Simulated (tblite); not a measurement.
C₃H₁₂N₂OSi₃.
Numbering: `[CH3:1][NH:2][SiH2:3][O:4][Si@H:5]1[CH:6]=[CH:7][SiH2:8][NH:9]1` (hydrogens: H10, H11, H12 on C1; H13 on N2; H14, H15 on Si3; H16 on Si5; H17 on C6; H18 on C7; H19, H20 on Si8; H21 on N9)

Computed with GFN2-xTB (tblite), gas phase: L-BFGS steps from a force-field or distance-geometry start until the largest atomic force falls under 0.01 eV/Å.

Step 170: E = -755.7115 eV
```
atom  x, y, z in Å  |  force x, y, z in eV/Å
C1     -4.2945   -0.0885   -0.2801    0.025  -0.011  -0.018
N2     -2.9994    0.1644    0.2979   -0.021   0.014  -0.001
Si3    -1.5076   -0.0574   -0.5139    0.005   0.016   0.032
O4     -0.4336    0.4722    0.5818    0.004  -0.023  -0.012
Si5     1.1077    0.5225    1.0734   -0.029   0.026  -0.017
C6      1.9673   -1.1475    1.0241    0.019   0.004   0.008
C7      3.0853   -1.2000    0.3030    0.007  -0.041   0.038
Si8     3.5989    0.4153   -0.5131   -0.047  -0.021   0.020
N9      2.1908    1.3004   -0.0318   -0.001  -0.005   0.006
H10    -5.0374    0.5972    0.1335    0.006   0.003  -0.002
H11    -4.6420   -1.1133   -0.1105    0.012  -0.035   0.031
H12    -4.2387    0.0661   -1.3551    0.034   0.033   0.012
H13    -3.0013    0.0734    1.3039   -0.022   0.029  -0.040
H14    -1.1859   -1.4495   -0.8655    0.019   0.024  -0.013
H15    -1.4582    0.8175   -1.6855   -0.032  -0.011   0.002
H16     1.0075    1.2086    2.3596    0.001  -0.019   0.008
H17     1.5817   -2.0185    1.5398    0.017  -0.011  -0.011
H18     3.6518   -2.1181    0.2037    0.005   0.003  -0.006
H19     3.7181    0.3324   -1.9744    0.004   0.025   0.026
H20     4.8094    0.9762    0.1052    0.017   0.004  -0.049
H21     2.0708    2.2637   -0.2870   -0.023  -0.007  -0.013
```

Step 171: E = -755.7124 eV
```
atom  x, y, z in Å  |  force x, y, z in eV/Å
C1     -4.2914   -0.0891   -0.2807   -0.005  -0.039  -0.032
N2     -2.9955    0.1710    0.2914   -0.053   0.010   0.002
Si3    -1.5034   -0.0554   -0.5178   -0.001   0.037   0.023
O4     -0.4332    0.4677    0.5834    0.032  -0.014   0.013
Si5     1.1066    0.5199    1.0798   -0.019   0.000  -0.032
C6      1.9706   -1.1494    1.0293   -0.039   0.011   0.035
C7      3.0861   -1.2004    0.3055    0.017  -0.022   0.016
Si8     3.5934    0.4144   -0.5151   -0.032  -0.035   0.026
N9      2.1896    1.2988   -0.0247   -0.028   0.020   0.008
H10    -5.0371    0.5942    0.1310    0.009   0.023   0.015
H11    -4.6363   -1.1145   -0.1040    0.029  -0.018   0.019
H12    -4.2427    0.0614   -1.3565    0.048   0.025   0.005
H13    -2.9970    0.0828    1.2973   -0.012   0.031  -0.018
H14    -1.1827   -1.4456   -0.8710    0.020   0.002  -0.022
H15    -1.4486    0.8261   -1.6842   -0.032  -0.015  -0.007
H16     1.0037    1.2059    2.3653    0.000  -0.016   0.013
H17     1.5854   -2.0213    1.5452    0.030   0.003  -0.017
H18     3.6526   -2.1169    0.2029    0.022  -0.025  -0.004
H19     3.7007    0.3303   -1.9765    0.010   0.022   0.012
H20     4.8058    0.9776    0.0953    0.029   0.007  -0.048
H21     2.0642    2.2596   -0.2871   -0.025  -0.005  -0.007
```

Step 172: E = -755.7135 eV
```
atom  x, y, z in Å  |  force x, y, z in eV/Å
C1     -4.2850   -0.0929   -0.2880   -0.035  -0.041  -0.043
N2     -2.9919    0.1777    0.2853   -0.072   0.004   0.002
Si3    -1.4946   -0.0508   -0.5139   -0.012   0.066   0.030
O4     -0.4347    0.4680    0.5997    0.049  -0.019   0.015
Si5     1.1069    0.5202    1.0930   -0.010  -0.026  -0.037
C6      1.9728   -1.1496    1.0380   -0.032   0.002   0.020
C7      3.0820   -1.2033    0.3037   -0.020  -0.009   0.025
Si8     3.5812    0.4108   -0.5233   -0.034  -0.014   0.032
N9      2.1858    1.2993   -0.0144   -0.012   0.014  -0.009
H10    -5.0368    0.5890    0.1165    0.027   0.020   0.023
H11    -4.6259   -1.1191   -0.1029    0.042   0.006  -0.003
H12    -4.2367    0.0532   -1.3650    0.057   0.003   0.019
H13    -2.9982    0.0936    1.2913   -0.001   0.032  -0.005
H14    -1.1719   -1.4389   -0.8686    0.023  -0.014  -0.027
H15    -1.4311    0.8367   -1.6755   -0.029  -0.022  -0.008
H16     1.0062    1.2053    2.3787   -0.001  -0.015   0.016
H17     1.5897   -2.0213    1.5570    0.040   0.015  -0.022
H18     3.6466   -2.1203    0.1927    0.012  -0.020   0.011
H19     3.6699    0.3264   -1.9864    0.012   0.022   0.020
H20     4.8007    0.9751    0.0735    0.022   0.001  -0.056
H21     2.0557    2.2580   -0.2823   -0.024  -0.006  -0.003
```

Task: Estimate the geometry and energy of step 173. (The exact step hangs on the optimiser's Hessian estimate; all steps are aligned on step 172, rigid shifts and turns removed.)

Result: E = -755.7153 eV, largest force 0.092 eV/Å
```
atom  x, y, z in Å  |  force x, y, z in eV/Å
C1     -4.2795   -0.0971   -0.2945   -0.040  -0.037  -0.027
N2     -2.9900    0.1936    0.2783   -0.086  -0.014  -0.015
Si3    -1.4881   -0.0423   -0.5112   -0.040   0.074   0.029
O4     -0.4362    0.4681    0.6133    0.073  -0.018   0.027
Si5     1.1072    0.5159    1.1031    0.000  -0.053  -0.023
C6      1.9784   -1.1534    1.0452   -0.081   0.009   0.042
C7      3.0836   -1.2079    0.3058   -0.012   0.019  -0.011
Si8     3.5695    0.4072   -0.5278    0.011  -0.010   0.024
N9      2.1801    1.2965   -0.0081   -0.048   0.054  -0.007
H10    -5.0414    0.5732    0.1103    0.032   0.026   0.029
H11    -4.6070   -1.1286   -0.1071    0.064   0.041  -0.033
H12    -4.2331    0.0543   -1.3709    0.051  -0.027   0.016
H13    -2.9992    0.1199    1.2845    0.005   0.028   0.020
H14    -1.1659   -1.4300   -0.8659    0.020  -0.021  -0.032
H15    -1.4155    0.8489   -1.6697   -0.024  -0.028  -0.009
H16     1.0081    1.1960    2.3919    0.002  -0.016   0.005
H17     1.5987   -2.0251    1.5671    0.038   0.016  -0.020
H18     3.6479   -2.1245    0.1884    0.008  -0.009   0.026
H19     3.6424    0.3202   -1.9908    0.016   0.017   0.003
H20     4.7925    0.9806    0.0532    0.020  -0.008  -0.055
H21     2.0381    2.2515   -0.2860   -0.008  -0.041   0.008
```

The energy changes by -0.0018 eV. The first-order estimate −F·Δx gives -0.0026 eV and the mean of the old and new forces, exact on a quadratic surface, -0.0018 eV. The step makes an angle of 81° with the force vector and moves no atom by more than 0.029 Å.

The cost below is that of the whole relaxation. On Arm Neoverse N1, one thread, no GPU, shared host with 64 logical CPUs at a one-minute load of 62, this took 5.1 s wall.
